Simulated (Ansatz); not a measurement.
Program: Ansatz. Geometries: PBE0-D4/def2-TZVP. ΔE: electronic, gas phase. CCSD(T)/CBS adds triple-zeta CCSD(T) − MP2 to the extrapolated MP2 energy (def2 sets, frozen cores). This one scheme is used for every species. DFT in def2-TZVPP. B3LYP here is the variant with VWN-RPA as its local correlation; programs differ in this. HSE06 is defined as in plane-wave codes. Elements past krypton have def2 core potentials. For I outer-core shells are correlated without core-valence functions, which leaves a few kJ/mol of doubt a bond.

`BBC` + HI → `CBI` + BH₃  (cleavage of the B–B bond)

```csv
level,ΔE (kJ/mol),difference from CCSD(T)/CBS
LDA (SPW92),-62.1,24.9
PBE-D4,-69.8,17.2
revPBE-D4,-71.4,15.6
BLYP-D4,-72.2,14.8
r2SCAN-D4,-74.5,12.5
B97M-V,-63.6,23.4
PBE0-D4,-74.6,12.4
B3LYP-D4,-75.4,11.6
r2SCANh-D4,-76.3,10.7
r2SCAN0-D4,-78.7,8.3
HSE06-D4,-74.9,12.1
BHLYP-D4,-81.3,5.7
ωB97X-V,-76.0,11.0
ωB97M-V,-78.0,9.0
B2PLYP,-82.3,4.7
PBE-QIDH,-85.8,1.2
PBE,-67.9,19.1
revPBE,-69.1,17.9
BLYP,-68.3,18.7
r2SCAN,-74.3,12.7
PBE0,-72.9,14.1
B3LYP,-72.0,15.0
r2SCANh,-75.9,11.1
r2SCAN0,-78.3,8.7
BHLYP,-77.2,9.8
LC-ωPBE,-70.4,16.6
RPA@PBE/def2-TZVPP,-89.2,-2.2
HF/def2-SVP,-85.2,1.8
MP2/def2-SVP,-93.3,-6.3
CCSD/def2-SVP,-81.6,5.4
CCSD(T)/def2-SVP,-83.6,3.4
HF/def2-TZVPP,-85.7,1.3
MP2/def2-TZVPP,-99.1,-12.1
SCS-MP2/def2-TZVPP,-94.7,-7.7
CCSD(T)/def2-TZVPP,-85.5,1.5
HF/def2-QZVPP,-85.4,1.6
SCS-MP2/def2-QZVPP,-95.1,-8.1
HF/CBS(def2),-85.4,1.6
MP2/CBS(def2),-100.5,-13.5
CCSD/CBS(def2),-84.2,2.8
CCSD(T)/CBS,-87.0,0
```

Largest T1 diagnostic among the species: 0.011.

From BLYP to BHLYP (50 % exact exchange), in def2-TZVPP and without D4, ΔE moves by −8.9 kJ/mol. The D4 term adds −3.4 kJ/mol with B3LYP and −1.7 kJ/mol with PBE0; it sums over pairs of atoms, weighted by their polarisabilities, and B3LYP, whose exchange is more repulsive, gets the larger term.
